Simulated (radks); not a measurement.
Values are calculated unless marked as measured or tabulated.
Spherical jellium clusters: N electrons in a uniform positive sphere of charge N and radius rs N^(1/3), rs = 5.01 bohr. Level of theory: non-relativistic Kohn-Sham, LDA (Slater exchange, Perdew-Wang correlation), spin-polarised, spherical densities (a radial shooting solver with Libxc functionals). Levels are named by radial order and angular momentum (1s, 1p, 1d, 2s, ...), and open shells are averaged over m.

N = 19, configuration 1s2 1p6 1d10 2s(up 1, down 0). This is the lowest configuration that the search found. Occupied and some empty levels:

level,occupation,eigenvalue (eV),<r> (bohr)
1s up,1,-3.8942,8.142
1s down,1,-3.7878,8.690
1p up,3,-3.3647,9.786
1p down,3,-3.3242,9.902
1d up,5,-2.7150,10.80
1d down,5,-2.6900,10.82
2s up,1,-2.4545,8.485
2s down,0,-2.2084,8.706
1f up,0,-1.9489,11.66
1f down,0,-1.9267,11.65
2p up,0,-1.4819,10.37
2p down,0,-1.3735,10.74
1g up,0,-1.0913,12.53
1g down,0,-1.0689,12.53

Energy (eV): total -35.2015, kinetic 21.722, external -876.29, Hartree 436.07, exchange-correlation -57.586, background 440.88.
